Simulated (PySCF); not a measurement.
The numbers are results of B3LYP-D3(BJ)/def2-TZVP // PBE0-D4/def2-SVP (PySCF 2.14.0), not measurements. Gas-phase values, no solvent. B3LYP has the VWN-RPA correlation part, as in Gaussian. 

Reference species (SMILES): `[SiH3]c1c(Cl)ccc2ccccc12` (neutral, multiplicity 1).

The LUMO comes out as -1.77 eV and the HOMO is -6.36 eV. The HOMO–LUMO gap comes out as 4.59 eV.

Changed species: `[SiH3]c1cc2ccccc2cc1Cl`.

Task: Predict the effect on the LUMO, HOMO and HOMO–LUMO gap.

Result: the LUMO hardly moves; the HOMO is nearly the same; the HOMO–LUMO gap goes up by 0.02 eV, to 4.61 eV.
